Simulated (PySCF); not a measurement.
SMILES [Cl][Ge]([Cl])([Cl])[c]1ccc(cc1)[SiH2]F (C₆H₆Cl₃FGeSi), singlet, GFN2-xTB optimised geometry.

```
18

Si    -2.32    -3.32     5.34
F     -3.66    -4.06     4.86
C     -1.63    -2.42     3.82
C     -2.26    -2.51     2.58
C     -1.76    -1.85     1.48
C     -0.61    -1.10     1.59
C      0.04    -1.00     2.81
C     -0.47    -1.66     3.91
Ge     0.12    -0.12     0.00
Cl     2.26    -0.12     0.00
Cl    -0.50     1.93     0.00
Cl    -0.53    -0.98    -1.84
H     -2.74    -2.39     6.37
H     -1.43    -4.38     5.79
H     -3.16    -3.10     2.49
H     -2.26    -1.93     0.52
H      0.94    -0.41     2.90
H      0.04    -1.57     4.86
```

Density from PBE0/def2-SVP run with PySCF at that geometry.

Minimum of the electron density along straight lines between bonded atoms, close to the bond critical point (lines longer than 1.1 times the sum of covalent radii, or with two minima, are not listed):

```json
[
 {"bond": "Si1–F2", "length / Å": "1.610", "ρ at the minimum / e bohr⁻³": "0.119", "∇²ρ there / e bohr⁻⁵": "1.08", "position (fraction from the first atom)": "0.42"},
 {"bond": "Si1–C3", "length / Å": "1.886", "ρ at the minimum / e bohr⁻³": "0.115", "∇²ρ there / e bohr⁻⁵": "0.33", "position (fraction from the first atom)": "0.38"},
 {"bond": "C3–C4", "length / Å": "1.392", "ρ at the minimum / e bohr⁻³": "0.305", "∇²ρ there / e bohr⁻⁵": "-0.76", "position (fraction from the first atom)": "0.50"},
 {"bond": "C4–C5", "length / Å": "1.384", "ρ at the minimum / e bohr⁻³": "0.312", "∇²ρ there / e bohr⁻⁵": "-0.80", "position (fraction from the first atom)": "0.50"},
 {"bond": "C5–C6", "length / Å": "1.385", "ρ at the minimum / e bohr⁻³": "0.310", "∇²ρ there / e bohr⁻⁵": "-0.79", "position (fraction from the first atom)": "0.50"},
 {"bond": "C6–C7", "length / Å": "1.387", "ρ at the minimum / e bohr⁻³": "0.309", "∇²ρ there / e bohr⁻⁵": "-0.78", "position (fraction from the first atom)": "0.50"},
 {"bond": "C3–C8", "length / Å": "1.393", "ρ at the minimum / e bohr⁻³": "0.306", "∇²ρ there / e bohr⁻⁵": "-0.76", "position (fraction from the first atom)": "0.50"},
 {"bond": "C7–C8", "length / Å": "1.382", "ρ at the minimum / e bohr⁻³": "0.313", "∇²ρ there / e bohr⁻⁵": "-0.80", "position (fraction from the first atom)": "0.50"},
 {"bond": "C6–Ge9", "length / Å": "2.004", "ρ at the minimum / e bohr⁻³": "0.122", "∇²ρ there / e bohr⁻⁵": "___", "position (fraction from the first atom)": "0.53"},
 {"bond": "Ge9–Cl10", "length / Å": "2.138", "ρ at the minimum / e bohr⁻³": "0.103", "∇²ρ there / e bohr⁻⁵": "0.14", "position (fraction from the first atom)": "0.44"},
 {"bond": "Ge9–Cl11", "length / Å": "2.140", "ρ at the minimum / e bohr⁻³": "0.103", "∇²ρ there / e bohr⁻⁵": "0.14", "position (fraction from the first atom)": "0.44"},
 {"bond": "Ge9–Cl12", "length / Å": "2.136", "ρ at the minimum / e bohr⁻³": "0.103", "∇²ρ there / e bohr⁻⁵": "0.14", "position (fraction from the first atom)": "0.44"},
 {"bond": "Si1–H13", "length / Å": "1.455", "ρ at the minimum / e bohr⁻³": "0.122", "∇²ρ there / e bohr⁻⁵": "0.33", "position (fraction from the first atom)": "0.49"},
 {"bond": "Si1–H14", "length / Å": "1.455", "ρ at the minimum / e bohr⁻³": "0.122", "∇²ρ there / e bohr⁻⁵": "0.33", "position (fraction from the first atom)": "0.49"},
 {"bond": "C4–H15", "length / Å": "1.080", "ρ at the minimum / e bohr⁻³": "0.286", "∇²ρ there / e bohr⁻⁵": "-1.11", "position (fraction from the first atom)": "0.64"},
 {"bond": "C5–H16", "length / Å": "1.081", "ρ at the minimum / e bohr⁻³": "0.285", "∇²ρ there / e bohr⁻⁵": "-1.10", "position (fraction from the first atom)": "0.64"},
 {"bond": "C7–H17", "length / Å": "1.081", "ρ at the minimum / e bohr⁻³": "0.284", "∇²ρ there / e bohr⁻⁵": "-1.09", "position (fraction from the first atom)": "0.64"},
 {"bond": "C8–H18", "length / Å": "1.081", "ρ at the minimum / e bohr⁻³": "0.284", "∇²ρ there / e bohr⁻⁵": "-1.08", "position (fraction from the first atom)": "0.63"}
]
```

### Question
Some entries are withheld; supply them.

### Answer

- C6–Ge9, ∇²ρ there / e bohr⁻⁵: -0.01
